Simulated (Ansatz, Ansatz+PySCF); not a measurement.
```yaml
atoms:
  - { symbol: Co, position_ang: [0.0000, 0.0000, 0.0000] }
  - { symbol: H, position_ang: [0.0000, 0.0000, 1.5310] }
```

Basis set: def2-SVP (spherical functions). Frozen core: 5 orbitals. Correlation on ROHF uses semicanonical orbitals with singles. Charge 0, multiplicity 3.

Computed with Ansatz (development build ahead of 0.2.0); each method stands on the lowest determinant of its kind that the runs found. Restricted functionals stand beside restricted open-shell atoms, which can lie above the unrestricted atoms usual in DFT and then raise those values.

Q: Give the atomization energy at this shape (free ground-state atoms in the same class of orbitals less the molecule, no zero-point energy) of triplet CoH by ωB97X (unrestricted), ωB97X (restricted open-shell), r²SCAN (unrestricted), r²SCAN (restricted open-shell), PBE0 (unrestricted), PBE0 (restricted open-shell), PBE (unrestricted), PBE (restricted open-shell), ROHF-MP2, UHF-MP2, UHF, ROHF.

A:

| method | atomization energy |
| --- | --- |
| ωB97X (unrestricted) | 52.96 kcal/mol |
| ωB97X (restricted open-shell) | 51.34 kcal/mol |
| r²SCAN (unrestricted) | 60.74 kcal/mol |
| r²SCAN (restricted open-shell) | 59.50 kcal/mol |
| PBE0 (unrestricted) | 50.17 kcal/mol |
| PBE0 (restricted open-shell) | 48.26 kcal/mol |
| PBE (unrestricted) | 61.94 kcal/mol |
| PBE (restricted open-shell) | 61.07 kcal/mol |
| ROHF-MP2 | 37.94 kcal/mol |
| UHF-MP2 | 26.25 kcal/mol |
| UHF | 16.97 kcal/mol |
| ROHF | -18.69 kcal/mol |

Caution: another spin multiplicity may lie lower. Caution for ωB97X (unrestricted), PBE0 (unrestricted): the unrestricted determinant is spin contaminated. Caution for ROHF-MP2, ROHF: an unrestricted determinant lies well below. Caution for UHF-MP2, UHF: the unrestricted determinant is a mixture of spin states.
